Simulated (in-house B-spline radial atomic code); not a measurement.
Results of a calculation; reference values are marked as such.
# Two electrons in InAs: a parabolic dot with ħω = 1.75 meV in all three directions

For InAs the NSM archive of the Ioffe Institute lists m* = 0.023 m0 and ε = 15.15. In so narrow a gap the band flattens within tens of meV, so real spacings are smaller, by up to some tenths.

Effective-mass model with parabolic bands, a uniform dielectric constant, no image charges, no central-cell or spin-orbit terms. Two-electron levels come from full CI in B-splines with partial waves to l = 5 (up to 0.001 effective hartree above the limit).

Task: What are the effective units, and what is the potential in them?

Result: Ha* = 27211.386 meV × 0.023/15.15² = 2.727 meV and a* = 0.0529177 nm × 15.15/0.023 = 34.86 nm. The frequency is ω = 0.642 Ha*. The one-electron levels are 3ω/2 = 0.9630 and 5ω/2 = 1.6050 Ha*.

In these units the lowest s and p orbitals lie at 0.963000 and 1.605000, and their Coulomb and exchange integrals are J_ss = 0.639304, J_sp = 0.532754 and K_sp = 0.1066. (For a parabolic well J_ss = √(2ω/π).) Full CI gives 2.499881 for the ground singlet, 2.977594 for the sp triplet, 3.142061 for the sp singlet and 3.619613 for the lowest triplet of two s orbitals.

Task: What does it cost to add the second electron, to first order and exactly?

Result: To first order E = 2ε_s + J_ss = 2.565304, so the charging energy E(2) − 2E(1) is J_ss = 1.743 meV. CI gives 2.499881 − 2 × (0.963000) = 0.573881, or 1.565 meV: relaxation and correlation lower it by 0.1784 meV, 10.2 % of J_ss. The s² configuration of one-electron orbitals holds 96.2 % of the state, and the mean radius is 53.2 nm.

Task: How far above the singlet do the triplets lie?

Result: To first order the sp triplet lies at ε_s + ε_p + J_sp − K_sp = 2.994203, which is 1.17 meV above 2ε_s + J_ss. CI gives 2.977594 − (2.499881) = 0.477713, or 1.303 meV, 74 % of the orbital spacing of 1.751 meV. The ss triplet lies 3.053 meV up, so the lower of the two is the sp one, and its gap equals k_BT at 15.1 K. The sp singlet-triplet splitting is 0.4485 meV, against 2K_sp = 0.5811 meV. The sp singlet lies ħω above the ground state (0.642180 against 0.642), as Kohn's theorem demands for a parabolic well.
